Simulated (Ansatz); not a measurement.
Program: Ansatz 0.2.0.

Basis-set series for CH7ClSi2, SMILES `[SiH3]C[SiH2]Cl`. The species carries charge 0 and has multiplicity 1. All single points use the PBE0-D4/def2-TZVP geometry. It is one conformer, not always the lowest.

```xyz
11

Si    0.061   -1.233   -1.085
C    -0.598    0.329   -0.279
Si    0.373    0.897    1.197
Cl   -0.461    2.611    1.984
H    -0.776   -1.608   -2.254
H     1.459   -1.021   -1.547
H     0.052   -2.356   -0.111
H    -0.608    1.133   -1.023
H    -1.635    0.157    0.028
H     0.363   -0.128    2.267
H     1.771    1.220    0.823
```

```tsv
functional	basis	functions	energy (Eh)	HOMO (eV)	LUMO (eV)
PBE0-D4	def2-SVP	103	-1080.75421	-8.58	0.28
PBE0-D4	def2-TZVPP	255	-1081.16457	-8.68	-0.03
ωB97M-V	def2-SVP	103	-1081.09102	-10.74	2.20
ωB97M-V	def2-TZVPP	255	-1081.50514	-10.88	1.76
```

(1) Give the rows for def2-QZVPP. (Best estimate.)

## Answers

(1) The calculation gave: 
```
functional       basis  functions  energy (Eh)  HOMO (eV)  LUMO (eV)
   PBE0-D4  def2-QZVPP        477  -1081.20046      -8.70      -0.18
   ωB97M-V  def2-QZVPP        477  -1081.53884     -10.90       1.34
```

Positive LUMOs are unbound and depend on the basis.
